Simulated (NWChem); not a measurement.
System: C$_{3}$H$_{5}$NO; SMILES N#CCCO

NWChem input:

```
start job
memory heap 200 mb stack 900 mb global 1100 mb
geometry units angstroms noautoz
  N      0.304263     2.576742     0.016422
  C     -0.131528     1.501199    -0.009773
  C     -0.637555     0.127610    -0.037325
  C      0.499496    -0.919347     0.008300
  O     -0.014065    -2.234074    -0.074969
  H     -1.312829    -0.016141     0.816485
  H     -1.229209    -0.027510    -0.946664
  H      1.150742    -0.788167    -0.859924
  H      1.110712    -0.767452     0.909310
  H     -0.426792    -2.456070     0.774024
end
basis spherical
  * library def2-tzvp
end
dft
  xc pbe0
  iterations 150
  semidirect filesize 400000000
  mulliken
end
task dft energy
```

Geometry: optimised at B3LYP/6-31G* (spherical d).

What results follow from this input? (PBE0/def2-TZVP.) Quantities: energy (Ha); highest occupied level (eV); orbital gap (eV); dipole (D).

The energy (Ha) comes out as -247.09, the highest occupied level (eV) comes out as -8.64 and the orbital gap (eV) comes out as 8.93. The dipole (D) is 3.57.
